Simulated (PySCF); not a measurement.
C₄H₁₁NSi, SMILES CNC1([SiH3])CC1.

Geometry optimised at B3LYP-D3(BJ)/def2-SVP. This is a generated structure with no PubChem entry under its InChIKey; it may be hypothetical. Other conformers were not sampled.

Calculation: PBE/def2-TZVP (PySCF).

Gas-phase values at a fixed geometry.

```yaml
total_energy: -502.88320 hartree
highest_occupied_level: -4.97 eV
lowest_empty_level: -0.11 eV
orbital_gap: 4.86 eV
dipole_moment: 0.52 D
quadrupole, principal values (traceless, Buckingham form, about the centre of nuclear charge): -5.00, 1.46, 3.54 D·Å
mean_static_polarisability: 86.0 bohr³ (12.74 Å³)
polarisability_principal_values: 76.3, 90.5, 91.2 bohr³
```
